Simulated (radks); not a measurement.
All-electron atom: Er2+ in [Xe] 4f10.5 6s1.5 (fractional occupations, a model configuration). All-electron calculation, scalar-relativistic Kohn-Sham, PBE, spin-unpolarised, spherical densities, point nucleus. Program: a radial shooting solver on a logarithmic mesh with Libxc functionals. Some entries of the table are withheld. Estimate them.

orbital,occ.,eigenvalue (hartree),<r> (bohr)
1s,2,-2109.634,0.02037
2s,2,-355.3231,0.08646
2p,6,-314.3621,0.07672
3s,2,-80.50357,0.2253
3p,6,(1),0.2245
3d,10,-52.46315,0.2038
4s,2,-16.77167,0.5074
4p,6,-12.66804,0.5379
4d,10,(2),0.5809
5s,2,-2.81317,1.219
5p,6,-1.82004,1.420
4f,10.5,-1.15717,0.7494
6s,1.5,-0.66172,3.082

Answer. 
(1) 3p eigenvalue (hartree): -68.04641
(2) 4d eigenvalue (hartree): -7.17229
